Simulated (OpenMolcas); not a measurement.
# Nb3+: ligand-field states by method

Nb3+ with 6 ligands (ammonia) in octahedral coordination (S6) at 2.14 Å. Ligand basis ANO-RCC-VDZP.

```yaml
Program: OpenMolcas
Basis: ANO-RCC-VTZP [7s6p4d2f1g]
Scalar_Hamiltonian: DKH2, point nucleus
Active_space: 2 electrons in 5 orbitals (4d)
State_averaging: 2S+1 = 3 even, 10 roots; 2S+1 = 1 even, 15 roots
Spin-orbit_coupling: state interaction with AMFI integrals over the reference wave functions
```

I. CASSCF
II. SS-CASPT2, IPEA 0.25 Eh, imaginary shift 0.1 Eh (closed shells correlated: 4s 4p and the ligand valence shells)

Spin-free states in cm-1, each column counted from its own energy of the first state listed:

| State | Degeneracy | I | II |
| --- | --- | --- | --- |
| 2S+1 = 3 | 2 | 0 | 0 |
| 2S+1 = 3 | 1 | 541 | 500 |
| 2S+1 = 1 | 1 | 8988 | 6000 |
| 2S+1 = 1 | 2 | 9160 | 6290 |
| 2S+1 = 1 | 2 | 9778 | 6900 |
| 2S+1 = 1 | 1 | 21779 | 15760 |
| 2S+1 = 3 | 2 | 39091 | 40140 |
| 2S+1 = 3 | 1 | 39358 | 40490 |
| 2S+1 = 3 | 2 | 46874 | 45570 |
| 2S+1 = 3 | 1 | 47124 | 45920 |
| 2S+1 = 1 | 2 | 48652 | 46640 |
| 2S+1 = 1 | 1 | 49011 | 46750 |
| 2S+1 = 1 | 2 | 50935 | 48210 |
| 2S+1 = 1 | 1 | 51218 | 48580 |
| 2S+1 = 3 | 1 | 79745 | 82410 |
| 2S+1 = 1 | 2 | 89832 | 89350 |
| 2S+1 = 1 | 1 | 100434 | 97000 |

From I to II, I's first state of the same spin (2S+1 = 3) moves from 541 to 500 cm-1, by about -37 cm-1.

From I to II, I's first state of another spin (2S+1 = 1) moves from 8988 to 6000 cm-1, by about -3000 cm-1.

χT at 300 K: I 0.58, II 0.57 cm3 K/mol.

Roots that are degenerate in the reference are averaged as groups; the widest CASPT2 spread within a group is 80 cm-1 (the 2-fold group of multiplicity 3 near 40100 cm-1 above the lowest state of its run, II). Shifts and gaps below about the spread of the groups concerned are not significant. Over all roots computed the reference weight is 0.68 to 0.69 in II; a low but even weight reflects the number of correlated electrons. An orbital doublet at a regular site is open to a Jahn-Teller distortion, which this geometry leaves out. The least metal-like active orbital is 74 % on the metal (Löwdin) and no ligand orbital is active, so the numbers are rough. Ligand-to-metal charge-transfer states are missing. With no ligand orbital active B as a rule stays too high, so bands that hang on it stand too high and its fall with covalency is understated. Without dynamic correlation the repulsion within the d shell is too large (B by tens of per cent), so at a given field states of lower spin stand too high (holds for I). With metal d orbitals alone the field can be off either way by tens of per cent (holds for I). With one d shell and no ligand orbital active, 10Dq can be off by a tenth or more (holds for II). No measured value stands beside these numbers; the geometry was imposed, not optimised, and the real ion may take another.

A state without a sure symmetry label is named by its multiplicity alone.
